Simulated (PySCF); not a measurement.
## How methods differ on the excitation energy of Mo

Mo [Kr] 4d5 5s1 (7S) → Mo [Kr] 4d4 5s1 5p1 (high-spin determinant), as a difference of total energies. Calculation: PySCF 2.14, in aug-cc-pwCVDZ-PP with ECP28MDF; a scalar-relativistic core potential. Correlated levels: valence: 4s2 4p6 frozen; valence and next inner shell: nothing frozen outside the core potential. The calculations carry no spin-orbit coupling.

| method | excitation energy (eV) |
| --- | --- |
| UHF | 2.834 |
| LDA | 4.081 |
| PBE | 3.985 |
| PBE0 | 3.844 |
| r2SCAN | 3.922 |
| PBEsol | 4.036 |
| CAM-B3LYP | 3.649 |
| BP86 | 3.960 |
| TPSSh | 3.813 |
| MP2 (valence) | 3.376 |
| SCS-MP2 (valence) | 3.015 |
| MP2 (valence and next inner shell) | 3.518 |
| SCS-MP2 (valence and next inner shell) | 3.193 |

How much does correlation contribute at MP2 (valence and next inner shell)?

3.518 − (2.834) = 0.684 eV, measured against UHF.

The determinant of the upper state mixes LS terms, which raises its energy above the lowest term, most at the Hartree-Fock and MP2 levels.
